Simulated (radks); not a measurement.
Results of a calculation; reference values are marked as such.
Neutral copper inside a hard spherical wall (all orbitals vanish at R), configuration held at [Ar] 3d10 4s1 and not refilled when levels cross. Level of theory: scalar-relativistic Kohn-Sham, PBE, spin-polarised, spherical densities, point nucleus; open shells are filled with parallel spins first (a radial shooting solver on a logarithmic mesh with Libxc functionals). Eigenvalues in eV for spin up, with the zero of energy where the potential of the charges vanishes at infinity; a dash marks a level that is unbound or too diffuse for the functional's potential to be trusted. A positive occupied level is held by the wall or, in an anion where self-interaction has pushed it up, behind a barrier. The pressure on the wall is -dE/dV.

R (bohr) = free: E (hartree) -1654.85778; kinetic (hartree) 1679.477; e(3s) -114.62; e(3p) -72.068; e(3d) -5.058; e(4s) -5.005; e(4p, empty) -0.961; e(5s, empty) -; pressure (GPa) 0
R (bohr) = 20: E (hartree) -1654.85778; kinetic (hartree) 1679.477; e(3s) -114.62; e(3p) -72.068; e(3d) -5.058; e(4s) -5.005; e(4p, empty) -0.961; e(5s, empty) -; pressure (GPa) < 0.0001
R (bohr) = 12: E (hartree) -1654.85776; kinetic (hartree) 1679.477; e(3s) -114.62; e(3p) -72.066; e(3d) -5.056; e(4s) -5.003; e(4p, empty) -0.911; e(5s, empty) 0.712; pressure (GPa) 0.000311
R (bohr) = 10: E (hartree) -1654.85761; kinetic (hartree) 1679.479; e(3s) -114.60; e(3p) -72.050; e(3d) -5.040; e(4s) -4.989; e(4p, empty) -0.799; e(5s, empty) 1.567; pressure (GPa) 0.00472
R (bohr) = 8: E (hartree) -1654.85603; kinetic (hartree) 1679.491; e(3s) -114.50; e(3p) -71.944; e(3d) -4.939; e(4s) -4.890; e(4p, empty) -0.420; e(5s, empty) 3.774; pressure (GPa) 0.0731
R (bohr) = 7: E (hartree) -1654.85231; kinetic (hartree) 1679.515; e(3s) -114.32; e(3p) -71.765; e(3d) -4.768; e(4s) -4.710; e(4p, empty) 0.053; e(5s, empty) 6.127; pressure (GPa) 0.298
R (bohr) = 6: E (hartree) -1654.84056; kinetic (hartree) 1679.578; e(3s) -113.89; e(3p) -71.344; e(3d) -4.369; e(4s) -4.253; e(4p, empty) 1.007; e(5s, empty) 10.385; pressure (GPa) 1.30
R (bohr) = 4: E (hartree) -1654.65943; kinetic (hartree) 1680.325; e(3s) -110.32; e(3p) -67.809; e(3d) -1.027; e(4s) 0.450; e(4p, empty) 8.253; e(5s, empty) 37.354; pressure (GPa) 38.6
R (bohr) = 3.5: E (hartree) -1654.46306; kinetic (hartree) 1681.042; e(3s) -107.67; e(3p) -65.217; e(3d) 1.475; e(4s) 4.544; e(4p, empty) 13.778; e(5s, empty) 55.702; pressure (GPa) 108
R (bohr) = 3: E (hartree) -1654.02367; kinetic (hartree) 1682.556; e(3s) -103.11; e(3p) -60.771; e(3d) 5.905; e(4s) 12.622; e(4p, empty) 24.044; e(5s, empty) 87.546; pressure (GPa) 341
R (bohr) = 2.5: E (hartree) -1652.92841; kinetic (hartree) 1686.187; e(3s) -94.883; e(3p) -52.738; e(3d) 14.353; e(4s) 30.237; e(4p, empty) 45.127; e(5s, empty) 147.83; pressure (GPa) 1300
